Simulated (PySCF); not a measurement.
## [C7H8Br]+, charge +1

Geometry:
```csv
atom,x (Å),y (Å),z (Å)
C1,-2.718,0.646,-1.002
C2,-1.656,0.330,-0.124
C3,-0.715,0.048,0.615
C4,0.154,-0.102,1.808
C5,0.751,-0.667,0.595
C6,1.752,0.023,-0.173
C7,2.441,-0.576,-1.161
Br8,3.780,0.282,-2.124
H9,-2.340,0.717,-2.026
H10,-3.122,1.630,-0.748
H11,-3.509,-0.102,-0.956
H12,-0.239,-0.772,2.562
H13,0.543,0.832,2.196
H14,0.637,-1.729,0.408
H15,1.955,1.055,0.076
H16,2.277,-1.607,-1.444
```

Total charge +1.

Method: PySCF 2.14.0, GIAO PBE0/pcSseg-1 magnetisability, rotational g tensor and spin-rotation constants, non-relativistic, gas phase. Geometry: GFN2-xTB.

The bonding changed while the geometry was optimised; results refer to the coordinates, not to the name. The calculation is non-relativistic, which matters for the atoms heavier than Zn. For an ion the centre-of-mass motion in the field is neglected.

(1) Give the nuclear spin-rotation constants along the inertial axes (H = +C I·J) beside the isotropic shieldings.

(2) How do the rotational constants and the g tensor change when H9, H10, H11, H12, H13, H14, H15, H16 are replaced by deuterium?

Answers

(1) Rotational constants 2.9209, 0.4681, 0.4167 GHz. A star marks the isotopologue with that one atom substituted, in its own axes.
```
atom  isotope  Caa (kHz)  Cbb (kHz)  Ccc (kHz)  mean (kHz)  σ (ppm)
 Br8     79Br      5.390      0.912      1.131       2.478   1700.8
  H9       1H     -0.172     -0.020     -0.053      -0.082     28.3
 H10       1H     -0.278     -0.050     -0.010      -0.113     28.1
 H11       1H     -0.150     -0.054     -0.021      -0.075     28.0
 H12       1H     -0.174     -0.024     -0.043      -0.081     27.5
 H13       1H     -0.335     -0.054      0.006      -0.127     27.5
 H14       1H     -0.330     -0.059      0.023      -0.122     25.6
 H15       1H     -0.322     -0.062      0.035      -0.116     24.8
 H16       1H     -0.319     -0.058      0.042      -0.112     23.3
  C1     13C*      0.368      0.058      0.060       0.162    171.1
  C2     13C*      1.306      0.168      0.223       0.566    -36.6
  C3     13C*      0.729      0.041      0.099       0.289    132.6
  C4     13C*      0.490      0.085      0.077       0.217    140.3
  C5     13C*      0.851      0.080      0.131       0.354     87.5
  C6     13C*      1.026      0.091      0.184       0.434     43.5
  C7     13C*      1.274      0.092      0.211       0.526      9.4
```
For the geometry as given, no vibrational averaging.

(2) Constants 2.3765, 0.4354, 0.3849 GHz; g 0.0034, 0.0069, 0.0043, against 0.0042, 0.0078, 0.0050 before.
